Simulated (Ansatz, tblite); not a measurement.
Cost and result up the ladder for Ag3H4 (the lowest doublet isomer of a short search) (7 atoms). The state is a doublet with charge 0. Geometry: PBE0-D4/def2-TZVP.

```xyz
7

Ag    0.8506    1.8225    0.1261
Ag   -0.5766   -0.4558   -0.0986
Ag    2.2310   -0.4671    0.4523
H    -0.8434    1.4122   -0.1956
H    -2.3673   -1.6255   -0.4298
H    -1.8294   -2.1603   -0.3175
H     2.5351    1.4741    0.4631
```

Ansatz on 4 threads of Arm Neoverse N1 on a shared host; xTB runs through tblite on one thread. Times are rough, summed over both states, and most runs start from the orbitals of an earlier one. PBE0-D4/def2-TZVP serves as the yardstick here, not as an exact answer. The other state is a singlet.

In the def2 sets Ag takes a core potential; there is no spin–orbit coupling. The xTB rows come from tblite. In the doublet, H5 and H6 lie 0.77 Å apart (atoms count from 1), so H2 has formed as a molecule. No other spin state of charge 0 was run. The structure comes from a short search, and lower isomers may exist.

Raw xTB energies of ions are shifted by several eV, and xTB has no spin-polarisation term.

| level | functions | wall time | vertical IE (eV) | difference from PBE0-D4/def2-TZVP (eV) |
| --- | --- | --- | --- | --- |
| GFN2-xTB | 31 | 0.013 s | 11.09 | 4.77 |
| GFN1-xTB | 35 | 0.014 s | 11.71 | 5.39 |
| PBE-D4/def2-TZVP (with forces) | 144 | 8.4 s | 6.47 | 0.16 |
| PBE0-D4/def2-TZVP | 144 | 9.4 s | 6.31 | 0.00 |
| r2SCAN-D4/def2-TZVP | 144 | 18 s | 6.41 | 0.10 |
